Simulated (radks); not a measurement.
Problem. Charge is removed step by step from the 3p level of S2+, starting from [Ne] 3s2 3p2. Level of theory: scalar-relativistic Kohn-Sham, PBE, spin-unpolarised, spherical densities, finite nucleus; Fermi nuclear charge, rms radius 3.2611 fm (a radial shooting solver on a logarithmic mesh with Libxc functionals). At the starting occupation the eigenvalue is -27.979 eV. Estimate the energy to remove one whole electron from this level, the eigenvalue at the end, and how far E(n) bends from a straight line.

Solution. Delta-SCF 34.042 eV; final eigenvalue -40.275 eV; the deviation from the straight line is -1.537 eV at 0.5 electron removed, the largest on the grid computed. Slater's transition state (half an electron removed) gives 34.002 eV. Integrating minus the eigenvalue over the occupation (Janak's theorem) gives 34.044 eV. In this scalar-relativistic scheme the density is built from large components alone, so the theorem holds only approximately. The mean slope of the eigenvalue, de/dn, is 12.3 eV per electron. Ionisation energy of S2+ in the NIST Atomic Spectra Database: 34.86 eV (semi-empirical).

Beside tabulated values, note that spin-unpolarised runs miss the spin-polarisation part of the exchange energy of open shells.
